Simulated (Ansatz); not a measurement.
`[CH3][Zn][Br]` + H–F → `[F][Zn][Br]` + CH₄ at 700 K and 1 bar (ligand exchange at a Zn–C bond).

Calculated with Ansatz (gas phase, PBE0-D4/def2-TZVP geometries, no zero-point term in ΔE). CCSD(T)/CBS is the MP2 limit (def2-TZVPP, def2-QZVPP) plus CCSD(T) − MP2 in def2-TZVPP, frozen cores. This one scheme is used for every species. For Br, Zn outer-core shells are correlated without core-valence functions, which leaves a few kJ/mol of doubt a bond. Scalar relativity is left out up to krypton.

| species | CCSD(T)/CBS energy (Eh) | H − E (kJ/mol) | S (J/(mol·K)) |
| --- | --- | --- | --- |
| `[CH3][Zn][Br]` | -4391.61974 | 144.9 | 372.5 |
| H–F | -100.39570 | 45.2 | 198.5 |
| `[F][Zn][Br]` | -4451.58211 | 44.8 | 332.5 |
| CH₄ | -40.46206 | 145.9 | 224.0 |

H − E and S are ideal-gas, rigid-rotor, harmonic terms from PBE0-D4/def2-TZVP. 1 Eh = 2625.50 kJ/mol, R = 8.31446 J/(mol·K).

Q: By hand: ΔE, ΔH, ΔS and ΔG.

A: ΔE = (-4451.58211) + (-40.46206) − (-4391.61974) − (-100.39570) = -0.02873 Eh = -75.4 kJ/mol. Δ(H − E) = 44.8 + 145.9 − 144.9 − 45.2 = 0.6, so ΔH = -74.8 kJ/mol. ΔS = 332.5 + 224.0 − 372.5 − 198.5 = -14.5 J/(mol·K). ΔG = -74.8 − 700 × (-14.5)/1000 = -64.6 kJ/mol.

Q: By hand: the equilibrium constant, and the temperature at which ΔG would vanish if ΔH and ΔS stayed fixed.

A: log₁₀ K = −ΔG/(RT ln 10) = 4.8. ΔG = 0 at ΔH/ΔS = 5159 K, far beyond where these terms or the molecules hold.

The number of gas molecules stays the same, so ΔS is small and ΔH decides. A doubt of 5 kJ/mol in ΔE shifts log₁₀ K by 0.4 here. These are equilibria of isolated gas molecules and say nothing of rates. Largest T1 diagnostic: 0.014 (customary marks: 0.02 for closed shells, 0.045 for open ones).
